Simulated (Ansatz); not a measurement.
## Appearance energy of a fragment ion: CSeO → CO+ + Se + e⁻

Species: CSeO (carbonyl selenide) `O=C=[Se]`, singlet; CO+, doublet; Se atom, triplet. 

Shapes, held fixed at every level: PBE0-D4/def2-TZVP. Programs: Ansatz 0.2.0. Electronic energies: no zero-point or thermal term.

```json
{"level": "SPW92/def2-TZVPP", "kind": "LDA", "ΔE (eV)": "+17.90"}
{"level": "B3LYP-D4/def2-TZVPP", "kind": "global hybrid", "ΔE (eV)": "+16.70"}
{"level": "PBE0-D4/def2-TZVPP", "kind": "global hybrid", "ΔE (eV)": "+16.65"}
{"level": "r2SCAN0-D4/def2-TZVPP", "kind": "global hybrid", "ΔE (eV)": "+16.45"}
{"level": "wB97M-V/def2-TZVPP", "kind": "range-separated hybrid", "ΔE (eV)": "+16.46"}
{"level": "wB97X-V/def2-TZVPP", "kind": "range-separated hybrid", "ΔE (eV)": "+16.58"}
{"level": "B2PLYP/def2-TZVPP", "kind": "double hybrid", "ΔE (eV)": "+16.46"}
```

B2PLYP/def2-TZVPP gives ΔE = +16.46 eV; the levels span +16.45 to +17.90. The median of the levels is +16.58. No measured value is set beside it here. Spin contamination: CO+ (⟨S²⟩ up to 0.95). Open shells run unrestricted unless RO is named. Relativity is left out for Se unless named. Correlated rows may include outer-core shells of Se, which these sets cover unevenly. The onset seen in experiment also holds zero-point changes and kinetic shifts. Spin-orbit coupling lowers the free atoms by 11.3 kJ/mol; that is left out.
